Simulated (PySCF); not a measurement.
## Potential energy of RbCl along the bond

Set-up: basis Rb def2-SVPD with ECP28, Cl def2-SVPD; scalar-relativistic core potentials; PySCF 2.14. Energies in eV from Rb + Cl in their ground configurations at the same level. State: ¹Σ⁺ (singlet), closed shell.

All columns are TPSSh. A positive dipole means Rb(−)Cl(+).

```
R (Å)  E (eV)   μ (D)  Mulliken charge on Rb (basis-dependent)  HOMO (eV)  LUMO (eV)  Mayer bond order  ⟨S²⟩
2.465  -3.803   -8.94                                     0.90      -5.55      -1.27              0.21  0.00
2.579  -4.151   -9.55                                     0.91      -5.56      -1.35              0.19  0.00
2.694  -4.336  -10.16                                     0.92      -5.43      -1.43              0.17  0.00
2.780  -4.400  -10.60                                     0.93      -5.32      -1.49              0.16  0.00
2.866  -4.418  -11.04                                     0.93      -5.21      -1.55              0.15  0.00
2.952  -4.403  -11.48                                     0.93      -5.11      -1.61              0.15  0.00
3.067  -4.346  -12.07                                     0.93      -4.98      -1.69              0.14  0.00
3.210  -4.237  -12.80                                     0.93      -4.83      -1.79              0.14  0.00
3.382  -4.076  -13.67                                     0.93      -4.66      -1.91              0.13  0.00
3.611  -3.843  -14.84                                     0.93      -4.45      -2.07              0.13  0.00
```

A fit through these points gives, at Re = 2.865 Å, μ = -11.04 D and dμ/dR = -5.13 D/Å; the reduced mass is 24.77 u.

**Question.** How strong is the fundamental in the double-harmonic approximation, I = 42.26·(dμ/dR)²/μred km/mol?

**Answer.** I = 42.26·(-5.13)²/24.77 = 44.9 km/mol at TPSSh.
